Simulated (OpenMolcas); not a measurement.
Computed levels of Ir VIII

```
Program             : OpenMolcas
Method              : SS-CASPT2, IPEA 0.25 Eh, imaginary shift 0.1 Eh (closed shells correlated: 5s 5p)
Basis               : ANO-RCC-VTZP [8s7p5d3f1g]
Scalar Hamiltonian  : DKH2, point nucleus
Active space        : 2 electrons in 10 orbitals (5d 6d)
State averaging     : 2S+1 = 3 even, 10 roots; 2S+1 = 1 even, 15 roots
Spin-orbit coupling : RASSI with atomic mean-field integrals over the reference wave functions, term energies averaged over their components
```

Spin-free terms above the lowest, with the occupations of the reference (each correlating shell added to its valence partner):

```json
{"Configuration": "5d2", "Term": "3F", "E (cm-1)": "0.0", "Occupations": "5d 2.00"}
{"Configuration": "5d2", "Term": "1D", "E (cm-1)": "10600", "Occupations": "5d 2.00"}
{"Configuration": "5d2", "Term": "3P", "E (cm-1)": "13110", "Occupations": "5d 2.00"}
{"Configuration": "5d2", "Term": "1G", "E (cm-1)": "18120", "Occupations": "5d 2.00"}
{"Configuration": "5d2", "Term": "1S", "E (cm-1)": "45080", "Occupations": "5d 2.00"}
```

With spin-orbit coupling, above the lowest level:

| Configuration | Term | J | E (cm-1) | Measured (cm-1) | g | Term weight % | Second |
| --- | --- | --- | --- | --- | --- | --- | --- |
| 5d2 | 3F | 2 | 0.0 | 0.0 | 0.719 | 86 | 13 1D |
| 5d2 | 3F | 3 | 13130 | 12672 | 1.084 | 100 |  |
| 5d2 | 3P | 0 | 18050 | 17254 |  | 89 | 11 1S |
| 5d2 | 3F | 4 | 22390 | 21615 | 1.198 | 79 | 21 1G |
| 5d2 | 1D | 2 | 23080 |  | 1.173 | 46 | 42 3P |
| 5d2 | 3P | 1 | 26270 | 25221 | 1.501 | 100 |  |
| 5d2 | 1G | 4 | 37560 | 36253 | 1.053 | 79 | 21 3F |
| 5d2 | 3P | 2 | 39990 | 38878 | 1.275 | 57 | 40 1D |
| 5d2 | 1S | 0 | 66450 | 65022 |  | 89 | 11 3P |

Against the 7 measured excited levels shown (van het Hof, Joshi, Wyart and Sugar, J. Res. Natl. Inst. Stand. Technol. 100, 687 (1995)) the mean absolute deviation is 990 cm-1; the largest miss in energy is 5d2 1S0: computed 66450, measured 65022 cm-1 (+2.2 %), and the largest in proportion 5d2 3P0 (+4.6 %).

Spin-orbit coupling puts the lowest level 16245 cm-1 below the lowest spin-free term.

A least-squares Racah fit to the terms below 60000 cm-1, each weighted by 2L + 1 and with a free common offset, gives B = 924 cm-1 and C = 3529 cm-1 (C/B = 3.82), with an rms deviation of 451 cm-1.

For 3F the intervals divided by the larger J are 4376.9, 2315.1 cm-1. Landé's interval rule makes them equal in pure LS coupling; they differ by 62 % of their mean. The multiplet is regular.

CASPT2 does not keep the components of a term degenerate, so their means are used; among the terms shown or strongly mixed into the levels shown the widest spread is 560 cm-1 (5d2 3F). Active for correlation alone: 6d; no level in the range computed is led by a configuration that fills it, so any true level of that kind is missing. Computed and measured levels are paired by configuration, term and J; levels that our copy of the source lacks, or whose pairing is in doubt (as where it misses far off the trend of its configuration), stay unpaired and out of the deviations. Levels of configurations outside the active space are missing. The first state left out of the spin-orbit step lies near 430000 cm-1 above the lowest spin-free state of the reference (among the parities and spins computed), and the list stops at four fifths of that energy or lower.

The term weight is that of the spin-free term in the level, not the purity of its configuration.
